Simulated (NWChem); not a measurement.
Molecule: InPH4O2; SMILES [OH][In]([OH])[PH2]

```xyz
8

In    -0.0022    -0.2542    -0.0054
O     -1.5442    -1.5326    -0.0195
H     -2.4044    -1.0992    -0.0469
O      1.7198    -1.2618    -0.0194
H      1.5630    -2.2139    -0.0288
P     -0.0391     2.2351    -0.0761
H      1.1002     2.3008     0.7852
H     -0.9678     2.2977     1.0108
```
Atoms are numbered in this order, from 1.

Geometry: optimised at PBE0/def2-SVP. Not confirmed as a minimum by frequencies. def2 effective core potentials on In; no spin-orbit coupling.

Problem. List the 4 lowest vertical singlet excitations from CAM-B3LYP/def2-SVPD with def2 effective core potentials on In, TDA (NWChem).

Solution. 
```json
[
 {"state": "S1", "energy (eV)": "5.55", "oscillator strength": "0.000", "leading excitation (squared amplitude)": "HOMO−1 → LUMO (0.90)"},
 {"state": "S2", "energy (eV)": "5.61", "oscillator strength": "0.273", "leading excitation (squared amplitude)": "HOMO → LUMO (0.77)"},
 {"state": "S3", "energy (eV)": "5.91", "oscillator strength": "0.002", "leading excitation (squared amplitude)": "HOMO → LUMO+1 (0.58)"},
 {"state": "S4", "energy (eV)": "6.10", "oscillator strength": "0.140", "leading excitation (squared amplitude)": "HOMO−2 → LUMO (0.49)"}
]
```
